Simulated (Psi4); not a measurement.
Pair of molecules, SMILES N with SMILES Cl (the first has 4 atoms); geometry from B3LYP-D3(BJ)/def2-TZVP, rigid monomers moved along the line of their centres of mass till N1···H6 is 2.43 Å.
(charge 0, multiplicity 1):
```xyz
6

N     -0.030     0.077     0.609
H     -0.520    -0.755     0.299
H     -0.465     0.882     0.173
H      0.928     0.020     0.285
Cl    -0.151     0.371     4.363
H     -0.108     0.266     3.026
```

All values below come from SAPT0/jun-cc-pV(D+d)Z (Psi4 1.11).

**Question.** Which attractive term is largest, and how does the interaction split up?

**Answer.** electrostatics -6.91, exchange 3.14, induction -1.77, dispersion -0.93, total -6.47 kcal/mol; the largest attraction is electrostatics.
